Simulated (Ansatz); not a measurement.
# Which method gave which barrier?

Saddle point of SiPN2H9, singlet (SiN₂H₆ ([NH2][SiH2][NH2]) + PH₃ → SiPNH₆ ([NH2][SiH2][PH2]) + NH₃; bonds formed: Si1–P7, N2–H6; bonds broken: Si1–N2, H6–P7), PBE0-D4/def2-TZVP structure:

```
13
angstrom
Si -0.1663 0.5280 0.5632
N 0.7112 -1.0481 0.0516
H -1.5972 0.1902 0.4927
H 0.6274 1.6104 -0.0404
N 0.1168 0.7084 2.2482
H 0.4170 -1.0909 -1.0191
P -0.6391 0.0680 -2.2801
H 0.3894 -1.8660 0.5618
H 1.7215 -0.9887 0.1470
H 0.8598 1.2692 2.6292
H -0.5310 0.3985 2.9525
H -0.0672 0.6234 -3.4494
H -1.8424 -0.4023 -2.8574
```

Program: Ansatz 0.2.0. Basis: def2-TZVPP, with def2-QZVPP for the basis limit. Cores are frozen in the correlated methods. Extrapolation: Hartree–Fock as exp(−7.88 √X), correlation as X^−2.97. Four methods, as single points on the PBE0-D4 structures, gave these electronic barriers from the start structure: 1.610, 1.707, 1.931, 2.354 eV.

(1) The methods were, in alphabetical order, BHLYP-D4, BLYP-D4, HF, PBE0-D4. Which gave which? (A judgement: the text doesn't fix the answer.)

No T1 diagnostic of these runs exceeds 0.012.

Answers

(1) The calculation gives: PBE0-D4 1.610; BLYP-D4 1.707; BHLYP-D4 1.931; HF 2.354 eV. For comparison, CCSD(T) at an estimated basis limit (MP2 extrapolated from triple and quadruple zeta, plus CCSD(T) − MP2 in triple zeta) gives 1.819 eV.

Labels in which every atom is bracketed show which atoms are joined, not bond orders.

For scale, one of the runs: CCSD(T)/def2-TZVPP, 272 basis functions, launched by `ansatz run in.yaml --threads 8 --pin off --events-out ev --progress --plain --max-ram 19148MiB`. Hardware: 8 CPU threads of an Arm Neoverse V2, shared host. Wall time 89 s; peak host memory 6.9 GiB.
